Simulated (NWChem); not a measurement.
System meant: trisilylphosphine (Si3PH9); SMILES [SiH3]P([SiH3])[SiH3]

Input file for NWChem:

```
start job
memory heap 200 mb stack 900 mb global 1100 mb
geometry units angstroms noautoz
  Si    -1.885867     0.540465     0.176805
  P      0.000479     0.000381    -0.973688
  Si     1.409933     1.364125     0.178493
  Si     0.474216    -1.902902     0.178370
  H     -2.294204     1.931789    -0.222351
  H     -1.706011     0.491990     1.672382
  H     -2.966862    -0.427789    -0.218045
  H      1.115419     2.783952    -0.220564
  H      2.819761     1.019506    -0.215798
  H      1.273404     1.236626     1.674128
  H      1.851532    -2.358660    -0.217981
  H     -0.529408    -2.950374    -0.218440
  H      0.428787    -1.721804     1.673933
end
basis spherical
  Si library def2-svp
  P library def2-svp
  H library def2-svp
end
dft
  xc pbe0
  iterations 4
  mulliken
end
task dft energy
```

End of the output:

```
    Atom       Charge   Shell Charges
 -----------   ------   -------------------------------------------------------
    1 Si  14    13.73   2.00  1.93  0.70  0.38  5.82  1.31  1.35  0.24
    2 P   15    15.11   2.00  1.95  0.93  0.60  5.81  1.56  2.16  0.09
    3 Si  14    13.73   2.00  1.93  0.70  0.38  5.82  1.31  1.35  0.24
    4 Si  14    13.73   2.00  1.93  0.70  0.38  5.82  1.31  1.35  0.24
    5 H    1     1.08   0.63  0.42  0.02
    6 H    1     1.08   0.63  0.43  0.03
    7 H    1     1.08   0.63  0.42  0.02
    8 H    1     1.08   0.63  0.42  0.02
    9 H    1     1.08   0.63  0.42  0.02
   10 H    1     1.08   0.63  0.43  0.03
   11 H    1     1.08   0.63  0.42  0.02
   12 H    1     1.08   0.63  0.42  0.02
   13 H    1     1.08   0.63  0.43  0.03

 center of mass
 --------------
 x =   0.00003952 y =   0.00001130 z =  -0.07705791

 moments of inertia (a.u.)
 ------------------
         832.865785763829           0.000000000000           0.000000000000
           0.000000000000         832.181124632208          -0.000000000000
           0.000000000000          -0.000000000000        1381.411772250912

     Multipole analysis of the density
     ---------------------------------

     L   x y z        total         alpha         beta         nuclear
     -   - - -        -----         -----         ----         -------
     0   0 0 0     -0.000000    -33.000000    -33.000000     66.000000

     1   1 0 0     -0.000070     -0.000035     -0.000035      0.000000
     1   0 1 0     -0.000096     -0.000048     -0.000048      0.000000
     1   0 0 1      0.315928      0.157964      0.157964      0.000000

     2   2 0 0    -43.841591   -222.693775   -222.693775    401.545959
     2   1 1 0     -0.000666     -0.000823     -0.000823      0.000980
     2   1 0 1      0.001017     -0.001193     -0.001193      0.003403
     2   0 2 0    -43.846307   -222.893720   -222.893720    401.941134
     2   0 1 1      0.000256     -0.000178     -0.000178      0.000612
     2   0 0 2    -46.439658    -66.181945    -66.181945     85.924232

 ------------------------------------------------------------------------
 dft energy failed                                                                                  0
 ------------------------------------------------------------------------
 ------------------------------------------------------------------------
  current input line :
    28: task dft energy
 ------------------------------------------------------------------------
 ------------------------------------------------------------------------
 This type of error is most commonly associated with calculations not reaching convergence criteria
 ------------------------------------------------------------------------
 For more information see the NWChem manual at https://nwchemgit.github.io

0:dft energy failed:Received an Error in Communication
```

Problem. Can this run be used? If not, why, and what is the fix?

Solution. The run did not converge; its last values are not results. Cause: the SCF was allowed too few iterations. This input runs:
```
start job
memory heap 200 mb stack 900 mb global 1100 mb
geometry units angstroms noautoz
  Si    -1.885867     0.540465     0.176805
  P      0.000479     0.000381    -0.973688
  Si     1.409933     1.364125     0.178493
  Si     0.474216    -1.902902     0.178370
  H     -2.294204     1.931789    -0.222351
  H     -1.706011     0.491990     1.672382
  H     -2.966862    -0.427789    -0.218045
  H      1.115419     2.783952    -0.220564
  H      2.819761     1.019506    -0.215798
  H      1.273404     1.236626     1.674128
  H      1.851532    -2.358660    -0.217981
  H     -0.529408    -2.950374    -0.218440
  H      0.428787    -1.721804     1.673933
end
basis spherical
  * library def2-svp
end
dft
  xc pbe0
  iterations 150
  mulliken
end
task dft energy
```
It converges to -1214.36207 Ha (PBE0/def2-SVP).
